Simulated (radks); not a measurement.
Problem. The mean radii <r> (bohr) of the occupied orbitals of an atom or ion are listed with their occupations. All-electron calculation, Dirac Kohn-Sham, PBEsol, spin-unpolarised, spherical densities, point nucleus. Program: a radial shooting solver on a logarithmic mesh with Libxc functionals.

orbital  occ.      <r>
1s1/2       2  0.04277
2s1/2       2   0.1894
2p1/2       2   0.1628
2p3/2       4   0.1667
3s1/2       2   0.5508
3p1/2       2   0.5557
3p3/2       4   0.5660
3d3/2       4   0.5806
3d5/2       6   0.5844
4s1/2       2    1.464

Name the element and its charge. Open shells, if any, fill j = l - 1/2 first.

Solution. Z = 35, bromine, charge +5: Br5+ in [Ar] 3d10 4s2. The 1s radius gives Z: for a bare nucleus <r> = (2 gamma + 1)/(2Z) with gamma = sqrt(1 - (Z/c)^2), 0.04191 bohr for Z = 35, and screening makes it slightly larger (0.04277 here). The occupations add up to 30, and the charge is Z minus that.
